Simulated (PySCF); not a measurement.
# Computed records: AlGeH₄NO, GeH₃NO₂, ClGeH₃O, GeH₆OSi

Calculation on a computer-drawn molecule: optimised geometry and harmonic frequencies of an isolated molecule of the commonest isotopes, restricted reference for singlets and unrestricted otherwise, frozen core in MP2; on germanium a core potential holds 10 electrons, which the energies leave out, and 3d is frozen in MP2 and coupled-cluster steps. Program: PySCF 2.14.0.

Common to all runs: charge 0; multiplicity 1; basis and core potential on germanium cc-pVDZ-PP ECP10MDF.

```json
{"entry": 1, "formula": "AlGeH4NO", "start_structure": {"atoms_angstrom": [["N", 1.0436, 0.2205, -0.6676], ["Ge", 0.3469, -1.1367, -0.2316], ["O", -0.8555, -1.732, -1.3542], ["Al", -1.9531, -2.2453, -2.5433], ["H", 1.7974, 0.6645, -0.0944], ["H", 0.231, -2.1985, 0.9327], ["H", -3.3366, -1.6775, -2.472], ["H", -1.4455, -3.1782, -3.6495]]}, "given": {"method": "HF", "basis": "cc-pV(D+d)Z", "drawn_bonds_atom": [1, 2, 3, 1, 2, 4, 4], "drawn_bonds_other_atom": [2, 3, 4, 5, 6, 7, 8], "drawn_bonds_order": [2, 1, 1, 1, 1, 1, 1]}, "results": {"optimised_atom_element": ["N", "Ge", "O", "Al", "H", "H", "H", "H"], "optimised_atom_x [angstrom]": [0.9731, 0.269, -0.9347, -1.898, 1.661, 0.4305, -3.329, -1.344], "optimised_atom_y [angstrom]": [0.1694, -1.223, -2.027, -2.182, 0.5607, -2.022, -1.529, -3.032], "optimised_atom_z [angstrom]": [-0.819, -0.2014, -1.15, -2.537, -0.1902, 1.081, -2.526, -3.738], "modes_frequency [cm^-1]": [42.95, 54.17, 111.1, 303.6, 497.2, 497.7, 604.4, 639.9, 675.8, 805.9, 855.2, 941.8, 999.2, 1061, 2016, 2021, 2278, 3733], "modes_reduced_mass [dalton]": [1.559, 5.823, 1.869, 6.825, 8.031, 1.164, 1.237, 1.117, 1.198, 1.082, 1.081, 2.378, 2.004, 7.863, 1.063, 1.023, 1.021, 1.075], "rotational_constants [GHz]": [12.34, 1.74, 1.561], "total_energy [hartree]": -666.9493, "convergence_status_largest_gradient_component [hartree/bohr]": 3.667e-05}}
{"entry": 2, "formula": "GeH3NO2", "start_structure": {"atoms_angstrom": [["N", -1.7875, -0.6596, -0.1692], ["Ge", -0.863, 0.6308, -0.0146], ["O", -0.9226, 2.407, 0.0579], ["O", 0.9105, 0.3871, -0.0816], ["H", -2.7545, -0.5249, -0.0059], ["H", -1.7795, 2.7945, 0.1011], ["H", 1.1404, -0.4746, -0.2454]]}, "given": {"method": "HF", "basis": "cc-pVDZ", "drawn_bonds_atom": [1, 2, 2, 1, 3, 4], "drawn_bonds_other_atom": [2, 3, 4, 5, 6, 7], "drawn_bonds_order": [2, 1, 1, 1, 1, 1]}, "results": {"optimised_atom_element": ["N", "Ge", "O", "O", "H", "H", "H"], "optimised_atom_x [angstrom]": [-1.84, -0.7844, -0.9348, 0.9363, -2.81, -1.824, 1.201], "optimised_atom_y [angstrom]": [-0.6721, 0.6311, 2.363, 0.4294, -0.3976, 2.685, -0.4785], "optimised_atom_z [angstrom]": [-0.1021, -0.05543, 0.06556, -0.1338, -0.04726, 0.1206, -0.2052], "modes_frequency [cm^-1]": [233.0, 245.3, 273.7, 320.9, 408.4, 537.4, 766.9, 809.5, 905.9, 948.1, 1005, 1026, 3738, 4139, 4153], "modes_reduced_mass [dalton]": [11.44, 4.614, 5.713, 1.136, 1.077, 1.113, 10.84, 15.18, 1.57, 1.72, 1.166, 1.501, 1.076, 1.067, 1.067], "rotational_constants [GHz]": [7.44, 6.09, 3.349], "total_energy [hartree]": -499.2914, "convergence_status_largest_gradient_component [hartree/bohr]": 2.144e-05}}
{"entry": 3, "formula": "GeH3NO2", "start_structure": {"atoms_angstrom": [["N", -1.8397, -0.6721, -0.1021], ["Ge", -0.7844, 0.6311, -0.0554], ["O", -0.9348, 2.3633, 0.0656], ["O", 0.9363, 0.4294, -0.1338], ["H", -2.8104, -0.3976, -0.0473], ["H", -1.824, 2.6847, 0.1206], ["H", 1.2007, -0.4785, -0.2052]]}, "given": {"method": "MP2", "basis": "cc-pVDZ", "drawn_bonds_atom": [1, 2, 2, 1, 3, 4], "drawn_bonds_other_atom": [2, 3, 4, 5, 6, 7], "drawn_bonds_order": [2, 1, 1, 1, 1, 1]}, "results": {"optimised_atom_element": ["N", "Ge", "O", "O", "H", "H", "H"], "optimised_atom_x [angstrom]": [-1.834, -0.7934, -0.9093, 0.9693, -2.811, -1.844, 1.166], "optimised_atom_y [angstrom]": [-0.7281, 0.6393, 2.42, 0.446, -0.3926, 2.678, -0.5024], "optimised_atom_z [angstrom]": [-0.1062, -0.05462, 0.06837, -0.1343, -0.04688, 0.1211, -0.2051], "modes_frequency [cm^-1]": [195.4, 221.7, 249.8, 263.6, 366.2, 513.1, 702.7, 754.8, 870.1, 921.2, 961.9, 986.4, 3466, 3830, 3832], "modes_reduced_mass [dalton]": [15.96, 4.901, 6.054, 1.135, 1.044, 1.111, 12.24, 16.33, 1.522, 2.118, 1.287, 1.142, 1.075, 1.066, 1.066], "rotational_constants [GHz]": [7.331, 5.71, 3.21], "total_energy [hartree]": -499.9366, "convergence_status_largest_gradient_component [hartree/bohr]": 2.613e-05}}
{"entry": 4, "formula": "ClGeH3O", "start_structure": {"atoms_angstrom": [["O", -0.5923, 2.1421, -0.7259], ["Ge", 0.3843, 0.7249, -0.5374], ["Cl", 2.0488, 1.0123, -1.7405], ["H", -0.6817, 2.5495, -1.5621], ["H", 0.7373, 0.7312, 0.9194], ["H", -0.3734, -0.4555, -1.0158]]}, "given": {"method": "HF", "basis": "cc-pV(D+d)Z", "drawn_bonds_atom": [1, 2, 1, 2, 2], "drawn_bonds_other_atom": [2, 3, 4, 5, 6], "drawn_bonds_order": [1, 1, 1, 1, 1]}, "results": {"optimised_atom_element": ["O", "Ge", "Cl", "H", "H", "H"], "optimised_atom_x [angstrom]": [-0.5925, 0.3606, 2.15, -0.7868, 0.7732, -0.3813], "optimised_atom_y [angstrom]": [2.236, 0.7655, 0.9547, 2.5, 0.696, -0.4485], "optimised_atom_z [angstrom]": [-0.6972, -0.5212, -1.735, -1.586, 0.9332, -1.057], "modes_frequency [cm^-1]": [174.1, 255.7, 427.7, 586.1, 714.2, 761.8, 874.4, 937.7, 971.0, 2287, 2324, 4152], "modes_reduced_mass [dalton]": [1.729, 2.303, 38.15, 1.135, 1.031, 11.38, 1.069, 1.037, 1.102, 1.021, 1.019, 1.067], "rotational_constants [GHz]": [12.65, 3.406, 2.794], "total_energy [hartree]": -829.5551, "convergence_status_largest_gradient_component [hartree/bohr]": 2.258e-05}}
{"entry": 5, "formula": "ClGeH3O", "start_structure": {"atoms_angstrom": [["O", -0.5925, 2.2365, -0.6972], ["Ge", 0.3606, 0.7655, -0.5212], ["Cl", 2.1497, 0.9547, -1.7348], ["H", -0.7868, 2.5003, -1.5858], ["H", 0.7732, 0.696, 0.9332], ["H", -0.3813, -0.4485, -1.0565]]}, "given": {"method": "MP2", "basis": "cc-pV(D+d)Z", "drawn_bonds_atom": [1, 2, 1, 2, 2], "drawn_bonds_other_atom": [2, 3, 4, 5, 6], "drawn_bonds_order": [1, 1, 1, 1, 1]}, "results": {"optimised_atom_element": ["O", "Ge", "Cl", "H", "H", "H"], "optimised_atom_x [angstrom]": [-0.5865, 0.372, 2.174, -0.8234, 0.77, -0.3831], "optimised_atom_y [angstrom]": [2.282, 0.7734, 0.9314, 2.462, 0.6956, -0.4397], "optimised_atom_z [angstrom]": [-0.6691, -0.5309, -1.73, -1.592, 0.9354, -1.076], "modes_frequency [cm^-1]": [178.8, 266.8, 427.3, 549.9, 680.9, 724.6, 835.2, 881.3, 952.5, 2220, 2264, 3848], "modes_reduced_mass [dalton]": [2.727, 1.563, 37.92, 1.136, 1.03, 14.61, 1.051, 1.03, 1.099, 1.019, 1.021, 1.066], "rotational_constants [GHz]": [12.67, 3.343, 2.758], "total_energy [hartree]": -829.9791, "convergence_status_largest_gradient_component [hartree/bohr]": 7.76e-06}}
{"entry": 6, "formula": "GeH6OSi", "start_structure": {"atoms_angstrom": [["O", 0.0603, 2.3493, -1.7527], ["Ge", -0.8186, 1.798, -0.3571], ["Si", -0.3754, -0.4361, 0.1935], ["H", 1.0897, 2.2923, -1.683], ["H", -2.2056, 2.1832, -0.7183], ["H", -0.5285, 2.8295, 0.8244], ["H", 1.0853, -0.6115, 0.2702], ["H", -1.0271, -0.8698, 1.3072], ["H", -0.7692, -1.2806, -0.978]]}, "given": {"method": "HF", "basis": "cc-pV(D+d)Z", "drawn_bonds_atom": [1, 2, 1, 2, 2, 3, 3, 3], "drawn_bonds_other_atom": [2, 3, 4, 5, 6, 7, 8, 9], "drawn_bonds_order": [1, 1, 1, 1, 1, 1, 1, 1]}, "results": {"optimised_atom_element": ["O", "Ge", "Si", "H", "H", "H", "H", "H", "H"], "optimised_atom_x [angstrom]": [0.1085, -0.8123, -0.3582, 1.049, -2.27, -0.4307, 1.098, -1.078, -0.7948], "optimised_atom_y [angstrom]": [2.379, 1.864, -0.45, 2.384, 2.109, 2.766, -0.6358, -0.856, -1.307], "optimised_atom_z [angstrom]": [-1.799, -0.3518, 0.1342, -1.694, -0.7366, 0.8327, 0.3473, 1.365, -0.9915], "modes_frequency [cm^-1]": [98.12, 142.7, 175.2, 361.7, 373.0, 551.9, 609.5, 717.0, 741.0, 847.3, 930.1, 965.1, 994.4, 1021, 1024, 2198, 2247, 2303, 2307, 2317, 4159], "modes_reduced_mass [dalton]": [1.123, 4.011, 1.135, 6.194, 1.089, 1.184, 1.175, 7.092, 1.083, 1.102, 1.046, 1.098, 1.098, 1.036, 1.036, 1.02, 1.019, 1.043, 1.037, 1.041, 1.067], "rotational_constants [GHz]": [10.9, 2.879, 2.423], "total_energy [hartree]": -660.6809, "convergence_status_largest_gradient_component [hartree/bohr]": 2.083e-05}}
```
